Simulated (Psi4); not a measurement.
HO2 (SMILES [O]O), doublet, geometry from GFN2-xTB. Base run: R2SCAN/cc-pVDZ (Psi4 1.11).

Psi4 was given this input:
```
memory 2 GB

molecule {
0 2
O     0.06734955    0.70545160   -0.04079075
O     0.02832837   -0.59600105   -0.02035813
H    -0.76542330   -0.87560443    0.48919096
}

set {
  basis cc-pvdz
  reference uks
}

energy('r2scan')
print_variables()
```

Variants of this job, named by their change:

```json
[
 {"change": "base", "ΔE vs base (µEh)": "0.0", "SCF cycles": "9", "grid points": "65716", "basis functions": "33"},
 {"change": "damping_percentage = 50", "ΔE vs base (µEh)": "0.4", "SCF cycles": "56", "grid points": "65716", "basis functions": "33"},
 {"change": "guess = core", "ΔE vs base (µEh)": "0.0", "SCF cycles": "12", "grid points": "65716", "basis functions": "33"},
 {"change": "level_shift = 1.0", "ΔE vs base (µEh)": "0.0", "SCF cycles": "10", "grid points": "65716", "basis functions": "33"},
 {"change": "dft_nuclear_scheme = becke", "ΔE vs base (µEh)": "0.4", "SCF cycles": "9", "grid points": "65645", "basis functions": "33"},
 {"change": "guess = sap", "ΔE vs base (µEh)": "0.0", "SCF cycles": "9", "grid points": "65716", "basis functions": "33"},
 {"change": "scf_type = mem_df", "ΔE vs base (µEh)": "0.0", "SCF cycles": "9", "grid points": "65716", "basis functions": "33"},
 {"change": "guess = sadno", "ΔE vs base (µEh)": "0.0", "SCF cycles": "11", "grid points": "65716", "basis functions": "33"},
 {"change": "df_basis_scf = cc-pvtz-jkfit", "ΔE vs base (µEh)": "110", "SCF cycles": "9", "grid points": "65716", "basis functions": "33"},
 {"change": "dft_radial_points = 35", "ΔE vs base (µEh)": "-79.8", "SCF cycles": "9", "grid points": "31213", "basis functions": "33"},
 {"change": "dft_pruning_scheme = robust", "ΔE vs base (µEh)": "0.1", "SCF cycles": "9", "grid points": "45536", "basis functions": "33"},
 {"change": "guess = gwh", "ΔE vs base (µEh)": "0.0", "SCF cycles": "10", "grid points": "65716", "basis functions": "33"},
 {"change": "basis_guess = sto-3g", "ΔE vs base (µEh)": "0.0", "SCF cycles": "9", "grid points": "65716", "basis functions": "33"}
]
```

Open shells are given as the SCF converged; they aren't shown to be the lowest states, and a large step between rows can be another state.
